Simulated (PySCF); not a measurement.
# GeH₄ + N₂ → HGeN + NH₃

Level: PBE0 in the def2-TZVP basis family, all electrons, no relativity, computed in PySCF with density fitting; open shells unrestricted.

```
species                                      state and structure  ZPE (kJ/mol)  H(298 K) − H(0) (kJ/mol)  S° (J/(mol K))
   GeH₄                           singlet, Td, Ge–H 1.534 Å (×4)          77.8                      10.7           217.5
     N₂                                singlet, D∞h, N–N 1.089 Å          14.9                       8.7           191.4
   HGeN  singlet, C∞v, Ge–H 1.520 Å, Ge–N 1.628 Å; H–Ge–N 180.0°          23.6                      10.6           233.4
    NH₃        singlet, C3v, N–H 1.013 Å (×3); H–N–H 107.1° (×3)          90.6                      10.0           192.4
```

Problem. Is the gas-phase reaction uphill or downhill in electronic energy at this level, and by how much?

Solution. At PBE0/def2-TZVP, ΔE = 357.0 kJ/mol, uphill. 

Problem. Add zero-point, thermal and entropy terms for 298.15 K and 1 bar.

Solution. ΔZPE = 21.5 and Δ[H(298) − H(0)] = 1.2 kJ/mol give ΔH° = 379.7 kJ/mol. ΔS° = 16.9 J/(mol K), so ΔG° = 379.7 − 298.15 × (0.0169) = 375 kJ/mol.

Each species is the lowest minimum found with this bonding; other isomers or fragments can lie lower.
